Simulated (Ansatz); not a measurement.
Reactions of H$_{4}$OSi$_{2}$ (`[SiH]O[SiH3]`).

Program: Ansatz. Geometries: PBE0-D4/def2-TZVP. ΔE: electronic, gas phase. CBS: MP2 limit from def2 TZ/QZ plus the TZ coupled-cluster correction, frozen cores. This one scheme is used for every species. For Ge, Mg, Se outer-core shells are correlated without core-valence functions, which leaves a few kJ/mol of doubt a bond. Scalar relativity is left out up to krypton. Each species was taken in one conformer, which may not be the lowest.

**Question.** Order these by ΔE at CCSD(T)/CBS, lowest first. (An estimate is asked.)
A. `[SiH]O[SiH3]` + CH₃SH → `CS[SiH]` + `O[SiH3]`
B. `[SiH]O[SiH3]` + `[OH][Mg][F]` → `[F][Mg][O][SiH3]` + `O[SiH]`
C. `[SiH]O[SiH3]` + `[OH][GeH2][SiH3]` → `[SiH3][O][GeH2][SiH3]` + `O[SiH]`
D. `[SiH]O[SiH3]` + `[NH2][Al]([NH2])[OH]` → `[NH2][Al]([NH2])[O][SiH3]` + `O[SiH]`
E. `[SiH]O[SiH3]` + `ClB[SeH]` → `[SiH3][Se]BCl` + `O[SiH]`
F. `[SiH]O[SiH3]` + NH₃ → `N[SiH]` + `O[SiH3]`

**Answer.** B (-28.2 kJ/mol), D (-19.5 kJ/mol), C (-10.3 kJ/mol), A (+10.0 kJ/mol), F (+23.6 kJ/mol), E (+34.9 kJ/mol).

Largest T1 diagnostic: 0.016, for `O[SiH]`.
